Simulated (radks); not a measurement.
Values are calculated unless marked as measured or tabulated.
Coulomb parameter of the 4d shell of the silver ion Ag2+ in the model configuration [Kr] 4d7.5 5s1.5, as a second difference U = [E(n + 0.5) + E(n - 0.5) - 2 E(n)] / (0.5)^2 with all orbitals relaxed. "Bare": the charge of the atom changes with n. "Screened": the 5s shell takes up the change at fixed total charge, which measures U(4d,4d) + U(5s,5s) - 2 U(4d,5s). Code: a radial shooting solver on a logarithmic mesh with Libxc functionals. Model: scalar-relativistic Kohn-Sham, LDA (Slater exchange, Perdew-Wang correlation), spin-unpolarised, spherical densities, finite nucleus; Fermi nuclear charge, rms radius 4.5454 fm.

\begin{tabular}{lrr}
case & configuration & E - E(n) (eV) \\ \hline
start & [Kr] 4d7.5 5s1.5 & 0.000 \\
bare +0.5 & [Kr] 4d8 5s1.5 & -15.830 \\
bare -0.5 & [Kr] 4d7 5s1.5 & 19.507 \\
screened +0.5 & [Kr] 4d8 5s1 & -5.421 \\
screened -0.5 & [Kr] 4d7 5s2 & 6.047 \\
\end{tabular}

U(bare) = 14.708 eV, U(screened by 5s) = 2.505 eV, against the Slater integral F0(4d,4d) = 19.702 eV with frozen orbitals.
